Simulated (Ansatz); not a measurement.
Species: sum formula SiHF, net charge 0, triplet state. This is an excited triplet: at this geometry the singlet lies 1.43 eV lower at CCSD(T)/CBS(aug-cc-pV(T+d)Z,aug-cc-pV(Q+d)Z). SMILES: F[SiH]
Structure (B3LYP-D3(BJ)/def2-TZVP (Ansatz, an electronic-structure program) minimum search):
```xyz
3

Si    -0.2682    -0.3601     0.3719
H     -1.0297    -1.3680    -0.4262
F      0.5316     0.7121    -0.5311
```
Charge 0, spin multiplicity 3.

Parts of the frozen-core correlation energy in cc-pV(D+d)Z (Ansatz, hartree). Frozen orbitals: 6; correlated occupied orbitals by spin: 7 and 5; virtual: 29 and 31. UHF or UKS for open shells. No spin-orbit coupling. No relativistic terms.

| term | value |
|---|---|
| reference (HF) | -388.91862 |
| MP2 opposite-spin | -0.18481 |
| MP2 same-spin | -0.06610 |
| CCSD correlation | -0.26649 |
| (T) | -0.00485 |
| CCSDT minus CCSD(T) | -0.00065 |
| T1 diagnostic | 0.018 |
| largest doubles amplitude | 0.043 |
| <S^2> of the reference | 2.005 |
